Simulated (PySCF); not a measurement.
Orbital gap (eV) of eight silicon and germanium compounds: PBE beside ωB97X, computed with PySCF for isolated molecules in the bases named; differences from unrounded values. The eight are the first of their class met in an unordered collection, after screening for sound electronic states; none was chosen by its value. Each molecule has one DFT geometry for both levels.

| molecule | basis | ωB97X | PBE | difference |
|---|---|---|---|---|
| methyl(silyloxy)silane (CH₈OSi₂), SMILES [SiH2](O[SiH3])C | def2-TZVP | 12.98 | 6.26 | -6.72 |
| Cl₂H₄SSi₂, SMILES Cl[SiH2]S[SiH2]Cl | def2-TZVP | 11.90 | 5.42 | -6.48 |
| Si(H)(Cl)(Br)(NH2) (BrClH3NSi), SMILES N[SiH](Cl)Br | def2-TZVP | 12.70 | 5.75 | -6.95 |
| C₃H₁₂OSi₂, SMILES [SiH3][C@H](CO)[SiH2]C | def2-TZVP | 12.88 | … | … |
| Si(H)2(Cl)(NMe2) (C₂H₈ClNSi), SMILES CN(C)[SiH2]Cl | def2-TZVP | 11.84 | … | … |
| C₃H₁₀OSi₂, SMILES C[Si](C)([SiH3])C=O | def2-TZVP | 9.78 | 2.68 | -7.10 |
| 1-chloroethenyl(methyl)silane (C3H7ClSi), SMILES C=C(Cl)[SiH2]C | def2-TZVP | 11.36 | … | … |
| C3H8ClNSi, SMILES C/N=C/[Si@@H](C)Cl | def2-TZVP | 10.91 | 3.79 | -7.12 |

Q: Fill in the missing entries. (The exact figures need the calculation; the answer reports its results.)

A: 
- 1-chloroethenyl(methyl)silane (C3H7ClSi), SMILES C=C(Cl)[SiH2]C, PBE: 4.74
- 1-chloroethenyl(methyl)silane (C3H7ClSi), SMILES C=C(Cl)[SiH2]C, difference: -6.62
- C₃H₁₂OSi₂, SMILES [SiH3][C@H](CO)[SiH2]C, PBE: 6.10
- C₃H₁₂OSi₂, SMILES [SiH3][C@H](CO)[SiH2]C, difference: -6.78
- Si(H)2(Cl)(NMe2) (C₂H₈ClNSi), SMILES CN(C)[SiH2]Cl, PBE: 5.36
- Si(H)2(Cl)(NMe2) (C₂H₈ClNSi), SMILES CN(C)[SiH2]Cl, difference: -6.48

PBE lies below ωB97X in 8 and above it in 0 of the eight; the mean signed difference is -6.78 and the largest -7.12 eV.
